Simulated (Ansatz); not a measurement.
Species: C₃H₁₀GeN, charge -1, multiplicity 1. It need not be the lowest isomer of its formula. Whether it binds its extra electron was not tested at this geometry. SMILES: CC[N](C)[GeH2-]
Structure (B3LYP-D3(BJ)/def2-TZVP (Ansatz, a first-principles code) minimum search):
```
N
C 1 1.4406
H 2 1.0909 1 109.91
H 2 1.1075 3 108.28 1 121.64
H 2 1.1104 3 106.75 4 114.70
C 1 1.4433 2 110.26 3 176.73
H 6 1.1046 1 108.84 2 -44.39
H 6 1.1136 7 104.96 1 -121.01
C 6 1.5257 7 108.19 8 -115.85
H 9 1.0910 6 110.38 7 179.45
H 9 1.0931 10 107.60 6 -120.03
H 9 1.0957 10 108.96 11 -117.93
Ge 1 1.9968 2 114.47 3 -52.22
H 13 1.6205 1 92.83 2 48.85
H 13 1.6438 14 91.84 3 72.88
```
Charge -1, spin multiplicity 1.

Parts of the frozen-core correlation energy in 6-31G* (Ansatz, hartree). Frozen orbitals: 18; correlated occupied orbitals by spin: 16 and 16; virtual: 81 and 81. Spin-orbit coupling is left out. No relativistic terms.

| term | value |
|---|---|
| reference (HF) | -2248.90794 |
| MP2 opposite-spin | (withheld) |
| MP2 same-spin | (withheld) |
| CCSD correlation | (withheld) |
| (T) | -0.02220 |
| T1 diagnostic | 0.012 |
| largest doubles amplitude | 0.046 |

Some entries are withheld; supply them.


- MP2 opposite-spin, value: -0.49910
- MP2 same-spin, value: -0.15472
- CCSD correlation, value: -0.71666
